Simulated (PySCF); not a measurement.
**Which determinant of CoO⁺ lies lowest?**

Unrestricted PBE0; PySCF, no relativity, basis sets Co def2-TZVPPD, O def2-TZVPPD. Outer shells of the fragments: Co+ 3d8; O 2s2 2p4.

Followed along the bond (rough minima from three points):

| 2Ms+1 | unpaired | ⟨S²⟩ at the start | R at minimum (Å) | Te (eV) |
| --- | --- | --- | --- | --- |
| 5 | σ ↑, π ↑↑, δ ↑ | 6.02 | 1.64 | 0.00 |
| 3 | σ ↑, π ↑↓, δ ↑ | 3.01 | 1.70 | 0.60 |
| 1 | σ ↑, π ↓↓, δ ↑ | 2.02 | 1.71 | 0.86 |
| 3 | π ↑, δ ↑ | 2.88 | 1.72 | 0.99 |
| 3 | σ ↓, π ↑↑, δ ↑ | 3.02 | 1.62 | 1.06 |
| 3 | σ ↑, δ ↑ | 2.85 | 1.74 | 1.08 |

Solutions found at the starting distance of 1.770 Å, counted from the lowest of them; the search is not exhaustive and high or unbound solutions are not listed, so other states can lie among these:

```json
{"2Ms+1": "5", "unpaired": "σ ↑, π ↑↑, δ ↑", "term": "mixed", "E (eV)": "0.00", "⟨S²⟩": "6.02", "⟨Lz²⟩": "4.35", "μ (D)": "-4.16"}
{"2Ms+1": "3", "unpaired": "σ ↑, π ↑↓, δ ↑", "term": "mixed", "E (eV)": "0.47", "⟨S²⟩": "3.01", "⟨Lz²⟩": "6.02", "μ (D)": "-4.45"}
{"2Ms+1": "1", "unpaired": "σ ↑, π ↓↓, δ ↑", "term": "mixed", "E (eV)": "0.70", "⟨S²⟩": "2.02", "⟨Lz²⟩": "4.01", "μ (D)": "-3.15"}
{"2Ms+1": "3", "unpaired": "π ↑, δ ↑", "term": "mixed", "E (eV)": "0.82", "⟨S²⟩": "2.88", "⟨Lz²⟩": "4.49", "μ (D)": "-4.46"}
{"2Ms+1": "3", "unpaired": "σ ↑, δ ↑", "term": "mixed", "E (eV)": "0.90", "⟨S²⟩": "2.85", "⟨Lz²⟩": "6.00", "μ (D)": "-4.78"}
{"2Ms+1": "3", "unpaired": "σ ↓, π ↑↑, δ ↑", "term": "mixed", "E (eV)": "1.08", "⟨S²⟩": "3.02", "⟨Lz²⟩": "4.01", "μ (D)": "-3.61"}
{"2Ms+1": "5", "unpaired": "π ↑↑↑, δ ↑", "term": "mixed", "E (eV)": "1.09", "⟨S²⟩": "6.02", "⟨Lz²⟩": "5.01", "μ (D)": "-4.23"}
{"2Ms+1": "1", "unpaired": "π ↓, δ ↑", "term": "mixed", "E (eV)": "1.12", "⟨S²⟩": "1.84", "⟨Lz²⟩": "3.73", "μ (D)": "-3.04"}
{"2Ms+1": "5", "unpaired": "σ ↑, π ↑↑, δ ↑", "term": "mixed", "E (eV)": "1.21", "⟨S²⟩": "6.01", "⟨Lz²⟩": "5.79", "μ (D)": "-4.81"}
{"2Ms+1": "5", "unpaired": "σ ↑, π ↑↑, δ ↑", "term": "mixed", "E (eV)": "1.26", "⟨S²⟩": "6.01", "⟨Lz²⟩": "5.97", "μ (D)": "-4.63"}
```

A term symbol is given only where ⟨S²⟩ and ⟨Lz²⟩ are close to those of a pure state; real π, δ and φ orbitals otherwise mix terms. A positive dipole points towards O; it is taken about the centre of mass and depends on that origin.

Question: Compare the gap between the two lowest followed solutions at the starting distance with the gap between their minima.

Answer: At PBE0 the second solution (Ms = 1 of mixed spin, unpaired electrons σ ↑, π ↑↓, δ ↑) lies +0.47 eV from the first (quintet, unpaired electrons σ ↑, π ↑↑, δ ↑) at 1.770 Å and +0.60 eV at the minima; the two curves relax by different amounts, since their minima lie near 1.70 and 1.64 Å.

With d or f electrons several states lie close, and the lowest PBE0 determinant need not be the measured ground state.
